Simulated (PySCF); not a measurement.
# Ionisation energy of Ti⁺ by level of theory

Ti⁺ [Ar] 3d2 4s1 (4F) → Ti²⁺ [Ar] 3d2 (3F), as a difference of total energies. All numbers are calculated (PySCF 2.14, no relativity, point nucleus, in dyall-av2z (16s12p7d2f, 101 functions)). Correlated levels: valence: [Ar] frozen; virtual orbitals above 40 to 60 times the deepest correlated orbital energy dropped. The calculations carry no spin-orbit coupling.

```csv
method,ionisation energy (eV)
UHF,12.851
MP2 (valence),13.009
SCS-MP2 (valence),12.903
CCSD (valence),13.058
CCSD(T) (valence),13.060
```

Q: How much does correlation contribute at CCSD(T) (valence)?

A: 13.060 − (12.851) = 0.209 eV, measured against UHF.

These non-relativistic numbers lack the scalar-relativistic shift.

Errors of the correlated levels include the incompleteness of this basis and the frozen core.

For comparison: 13.575 eV (measured; NIST Atomic Spectra Database, ionization energies).
